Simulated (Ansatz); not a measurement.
Isolated molecules relaxed with PBE0-D4/def2-TZVP in Ansatz; ΔE leaves out vibrations. CBS: MP2 limit from def2 TZ/QZ plus the TZ coupled-cluster correction, frozen cores. This one scheme is used for every species. DFT in def2-TZVPP. B3LYP here is the variant with VWN-RPA as its local correlation; programs differ in this. For As outer-core shells are correlated without core-valence functions, which leaves a few kJ/mol of doubt a bond. Scalar relativity is left out up to krypton. One conformer a species, not always the lowest.

Consider the ligand exchange at the As–O bond: `N[AsH]O` + H₂S → `N[AsH]S` + H₂O.

```csv
level,ΔE (kJ/mol),difference from CCSD(T)/CBS
B97M-V,-16.4,8.6
B3LYP-D4,-22.5,2.5
CAM-B3LYP-D4,-14.9,10.1
r2SCANh,-23.4,1.6
r2SCAN0,-25.5,-0.5
RPA@PBE/def2-TZVPP,-12.8,12.2
HF/def2-SVP,-13.4,11.6
SCS-MP2/def2-TZVPP,-16.6,8.4
MP2/def2-QZVPP,-26.1,-1.1
CCSD/CBS(def2),-24.0,1.0
CCSD(T)/CBS,-25.0,0
```

Q: What do rigid-rotor, harmonic-oscillator terms from PBE0-D4/def2-TZVP frequencies (298.15 K, 1 bar) make of the CCSD(T)/CBS value? (Estimate.)

A: Computed: ΔZPE = +3.7 kJ/mol, ΔH = -19.6 kJ/mol, ΔS = 3 J/(mol·K), ΔG = -20.6 kJ/mol.

Largest T1 diagnostic among the species: 0.012.

At CCSD(T), def2-SVP lies +15.6 kJ/mol from the extrapolated value and def2-TZVPP +6.6 kJ/mol. The D4 term adds −5.1 kJ/mol with B3LYP and −2.7 kJ/mol with PBE0; it sums over pairs of atoms, weighted by their polarisabilities, and B3LYP, whose exchange is more repulsive, gets the larger term. In def2-TZVPP, CCSD(T) changes the Hartree–Fock value by −4.3 kJ/mol (the triples alone add −1.0 kJ/mol) and MP2 by −8.4 kJ/mol.
